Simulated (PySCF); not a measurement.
GeH3I, SMILES [GeH3][I].

The structure is a stationary point at PBE0-D3(BJ)/def2-TZVP. The def2 effective core potentials stand for the cores of I; spin–orbit coupling is left out.

Computed with PBE0-D3(BJ)/def2-TZVP run with PySCF.

Frequencies are harmonic and unscaled.

Modes within 1.5 cm⁻¹ of each other (mostly degenerate sets) share a row, with their intensities summed.

**Question.** Give all harmonic wavenumbers and intensities. (The exact figures need the calculation; the answer reports its results.)

**Answer.** 
```csv
mode,ν (cm⁻¹),IR (km/mol),moving atoms (share of kinetic energy)
1,253,16.2,"Ge 62 %, I 37 %"
2–3,542,12.2,H 97 %
4,814,274.5,H 98 %
5–6,870,78.2,H 99 %
7,2171,60.9,H 100 %
8–9,2185,164.3,H 98 %
```
